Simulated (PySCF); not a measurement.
What went wrong, or what changed?

The sound run of [Ta(BH4)4]− (triplet) uses PySCF 2.14.0, UKS r2SCAN, Ta def2-SVP with ECP60, B def2-SVP, H def2-SVP; non-relativistic Hamiltonian with scalar-relativistic core potentials where named; density fitting; no spin-orbit coupling, grid (50, 194), threshold 1e-8 and 55 cycles at the relaxed geometry. This run, with dm0 from free metal ions and neutral atoms, differs:

```python
mol = gto.M(atom='''
Ta    -0.00000     0.00000     0.01042
B      1.53866     1.53866     1.18835
H      1.92332     1.92332     2.28550
H      0.67932     0.67932     1.64147
H      2.42457     0.97972     0.54590
H      0.97972     2.42457     0.54590
B     -1.53866    -1.53866     1.18835
H     -1.92332    -1.92332     2.28550
H     -0.67932    -0.67932     1.64147
H     -2.42457    -0.97972     0.54590
H     -0.97972    -2.42457     0.54590
B      1.34485    -1.34485    -1.28845
H      2.14480    -2.14480    -1.73072
H      1.41618    -1.41618    -0.00879
H      0.15773    -1.58045    -1.59222
H      1.58045    -0.15773    -1.59222
B     -1.34485     1.34485    -1.28845
H     -2.14480     2.14480    -1.73072
H     -1.41618     1.41618    -0.00879
H     -0.15773     1.58045    -1.59222
H     -1.58045     0.15773    -1.59222''',
    basis={'Ta': 'def2-SVP', 'B': 'def2-SVP', 'H': 'def2-SVP'},
    ecp={'Ta': 'def2-SVP'},
    charge=-4, spin=2)
mf = dft.UKS(mol, xc='R2SCAN')
mf.grids.atom_grid = (50, 194)
mf = mf.density_fit()  # fitting sets: Ta def2-universal-JKFIT, B def2-universal-JKFIT, H def2-universal-JKFIT
mf.conv_tol = 1e-08; mf.max_cycle = 72
mf.kernel(dm0)
```

Problem. What was changed, and how did it end?

Solution. The charge was changed. The program refused it. The cycle limit differs too. These settings are unsound on purpose: the numbers aren't the compound's.
```
RuntimeError: Electron number 53 and spin 2 are not consistent
Note mol.spin = 2S = Nalpha - Nbeta, not 2S+1
```

Run from Python with OMP_NUM_THREADS=4; the lines above give its settings.

No frequency check is given that shows the relaxed geometry to be a minimum. Open shells may have lower solutions than the one found.
